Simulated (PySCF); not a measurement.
Partial charges of `O=C1CC(=S)C[C@H]1C(F)F`

Species: C6H6F2OS.
Z-matrix (Å and degrees, GFN2-xTB geometry), rows numbered from 1:
```
O 
C   1  1.1969
C   2  1.5062  1  127.17
C   3  1.4920  2  106.18  1  -169.09
S   4  1.6152  3  125.22  2   162.79
C   4  1.4980  3  109.71  2   -16.95
C   6  1.5307  4  106.45  3    15.61
C   7  1.5278  2  108.52  1   -58.90
F   8  1.3551  7  110.51  2   -66.44
F   8  1.3528  7  110.94  2   176.27
H   3  1.0911  2  112.65  1   -44.16
H   3  1.0964  2  107.96  1    73.11
H   6  1.0952  4  108.60  3  -103.66
H   6  1.0902  4  111.20  3   139.20
H   7  1.0939  2  108.92  1    57.11
H   8  1.1002  7  112.54  2    54.57
```

Density: PBE0/pcSseg-1 (PySCF); schemes: Mulliken, IAO, Hirshfeld and ESP-fitted. Isolated species at its GFN2-xTB geometry (one conformer only).

Q: Tabulate the Mulliken, IAO, Hirshfeld and ESP-fitted charges.

A: In e:

```json
{"atom": "O1", "environment": "ketone oxygen", "Mulliken": "-0.332", "IAO": "-0.388", "Hirshfeld": "-0.220", "ESP-fitted": "-0.516"}
{"atom": "C2", "environment": "ketone carbonyl carbon", "Mulliken": "+0.244", "IAO": "+0.394", "Hirshfeld": "+0.173", "ESP-fitted": "+0.619"}
{"atom": "C3", "environment": "sp3 carbon next to a carbonyl", "Mulliken": "-0.075", "IAO": "-0.347", "Hirshfeld": "-0.082", "ESP-fitted": "-0.367"}
{"atom": "C4", "environment": "thiocarbonyl carbon", "Mulliken": "-0.406", "IAO": "-0.033", "Hirshfeld": "+0.053", "ESP-fitted": "+0.146"}
{"atom": "S5", "environment": "thiocarbonyl sulfur", "Mulliken": "-0.021", "IAO": "-0.061", "Hirshfeld": "-0.114", "ESP-fitted": "-0.207"}
{"atom": "C6", "environment": "ring CH2 carbon", "Mulliken": "-0.012", "IAO": "-0.293", "Hirshfeld": "-0.080", "ESP-fitted": "-0.251"}
{"atom": "C7", "environment": "sp3 carbon next to a carbonyl", "Mulliken": "-0.416", "IAO": "-0.215", "Hirshfeld": "-0.054", "ESP-fitted": "+0.069"}
{"atom": "C8", "environment": "CHF2 carbon", "Mulliken": "+0.582", "IAO": "+0.451", "Hirshfeld": "+0.152", "ESP-fitted": "+0.189"}
{"atom": "F9", "environment": "fluorine of a CF2 group", "Mulliken": "-0.302", "IAO": "-0.306", "Hirshfeld": "-0.097", "ESP-fitted": "-0.179"}
{"atom": "F10", "environment": "fluorine of a CF2 group", "Mulliken": "-0.297", "IAO": "-0.301", "Hirshfeld": "-0.101", "ESP-fitted": "-0.190"}
{"atom": "H11", "environment": "methylene hydrogen", "Mulliken": "+0.184", "IAO": "+0.195", "Hirshfeld": "+0.068", "ESP-fitted": "+0.140"}
{"atom": "H12", "environment": "methylene hydrogen", "Mulliken": "+0.201", "IAO": "+0.205", "Hirshfeld": "+0.077", "ESP-fitted": "+0.159"}
{"atom": "H13", "environment": "methylene hydrogen", "Mulliken": "+0.179", "IAO": "+0.183", "Hirshfeld": "+0.053", "ESP-fitted": "+0.134"}
{"atom": "H14", "environment": "methylene hydrogen", "Mulliken": "+0.166", "IAO": "+0.178", "Hirshfeld": "+0.057", "ESP-fitted": "+0.098"}
{"atom": "H15", "environment": "methine hydrogen", "Mulliken": "+0.183", "IAO": "+0.180", "Hirshfeld": "+0.062", "ESP-fitted": "+0.053"}
{"atom": "H16", "environment": "methine hydrogen", "Mulliken": "+0.121", "IAO": "+0.157", "Hirshfeld": "+0.053", "ESP-fitted": "+0.103"}
```

Mean size of the charges over all atoms: IAO 0.243 e, Mulliken 0.233 e, ESP-fitted 0.214 e, Hirshfeld 0.093 e. Each set sums to the total charge, 0, to within 0.001 e. The Mulliken scheme gives each basis function's population to the atom it is centred on and halves the overlap population of two atoms between them.

Lowest charge. The schemes don't all agree: Mulliken C7 (-0.416); IAO O1 (-0.388); Hirshfeld O1 (-0.220); ESP-fitted O1 (-0.516).

Highest charge. The schemes don't all agree: Mulliken C8 (+0.582); IAO C8 (+0.451); Hirshfeld C2 (+0.173); ESP-fitted C2 (+0.619).

Q: How closely do the schemes follow one another over all atoms?

A: Correlation coefficient and root-mean-square difference: IAO with Hirshfeld 0.93, 0.175 e; Hirshfeld with ESP-fitted 0.92, 0.171 e; IAO with ESP-fitted 0.85, 0.144 e; Mulliken with IAO 0.84, 0.154 e; Mulliken with Hirshfeld 0.73, 0.211 e; Mulliken with ESP-fitted 0.53, 0.262 e.

Q: Sum the charges by element, for elements with more than one atom.

A: 
```tsv
element	atoms	Mulliken	IAO	Hirshfeld	ESP-fitted
C	6	-0.082	-0.042	+0.162	+0.404
F	2	-0.599	-0.607	-0.198	-0.369
H	6	+1.034	+1.098	+0.370	+0.688
```

Q: How many electrons does the IAO scheme count on C4?

A: Z − q = 6 − (-0.033) = 6.033.
